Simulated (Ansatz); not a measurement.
```yaml
crystal:
  periodic: [false, false, false]
  atoms:
    - {symbol: S, position_ang: [-4.187917, -0.371196, -2.678919]}
    - {symbol: P, position_ang: [0.210912, 0.357531, -2.886293]}
    - {symbol: B, position_ang: [1.534135, 1.181515, 1.131009]}
    - {symbol: N, position_ang: [2.232721, -1.740683, 0.006287]}
    - {symbol: H, position_ang: [-4.791083, 0.834743, -0.049614]}
    - {symbol: H, position_ang: [2.057862, 3.108142, 2.984694]}
    - {symbol: H, position_ang: [2.479129, -3.325491, 0.420230]}
basis:
  gaussian: {orbitals: 6-31G, point_charges: [{charge: 1.00, position_ang: [4.785, 0.474, 0.178]}]}
magnetization: {spin_polarized: true, initial_magnetization: 0}
hamiltonian: {xc: {name: PBE-QIDH}}
scf: {lower_state_search: full}
output: {forces: true}
```

```sh
$ ansatz run in.yaml --threads 2 --pin off --events-out ev --progress --plain --max-ram 4352MiB
```

Output, abridged:

```
Functional definition: PBE-QIDH
637 factors; integrals over basis functions are off by at most 3.2e-4 eV
mean field evaluation 1: about -22231.0219 eV, gradient 5.9e1 eV
mean field evaluation 2: about -22231.0344 eV, gradient 5.9e1 eV
mean field evaluation 4: about -22185.0363 eV, gradient 6.8e1 eV
mean field evaluation 8: about -22284.3948 eV, gradient 6.2e0 eV
mean field evaluation 16: about -22285.8130 eV, gradient 1.5e-1 eV
mean field evaluation 32: about -22295.3730 eV, gradient 3.7e-1 eV
mean field evaluation 160: about -22297.7449 eV, gradient 3.0e-1 eV
mean field evaluation 320: about -22295.5008 eV, gradient 8.9e-2 eV
mean field evaluation 352: about -22295.6556 eV, gradient 4.1e-3 eV
mean field evaluation 416: about -22295.7071 eV, gradient 2.6e-2 eV
mean field -22297.76136454 eV, -819.4276161813 hartree, gradient 1.7e-6 eV, S^2 5.421047; 12 other end points of the search recorded, 0 dependent functions left out
12 core orbitals not correlated: weight in the atoms' cores, before any rotation towards them, 1.000 or more for the frozen orbitals, at most 0.000 for the correlated occupied ones
reference -22297.76138372 eV, -819.4276168864 hartree; 11, 11 occupied and 27, 27 virtual orbitals, 637 factors
second order -3.08928579 eV of doubles, -0.00000000 eV of singles
Total energy: -22298.79114565 eV, -819.4654599393 hartree
Atom 0 at    -4.187917    -0.371196    -2.678919 Å, force    -0.030740     0.076591     0.166096 eV/Å
Atom 1 at     0.210912     0.357531    -2.886293 Å, force     0.018181    -0.003448     0.037643 eV/Å
Atom 2 at     1.534135     1.181515     1.131009 Å, force     0.328963    -0.051887    -0.100563 eV/Å
Atom 3 at     2.232721    -1.740683     0.006287 Å, force     0.586607    -2.698763     0.739832 eV/Å
Atom 4 at    -4.791083     0.834743    -0.049614 Å, force     0.035884    -0.075604    -0.165354 eV/Å
Atom 5 at     2.057862     3.108142     2.984694 Å, force    -0.023894    -0.001630     0.001667 eV/Å
Atom 6 at     2.479129    -3.325491     0.420230 Å, force    -0.500987     2.733320    -0.734338 eV/Å
Dipole moment:    -0.223067    -0.215655     0.093763 e Å
```

Problem. What is wrong with this run?

Solution. The geometry is stretched to more than twice its size. Self-consistency was reached. The result belongs to that input, not to the molecule as meant.
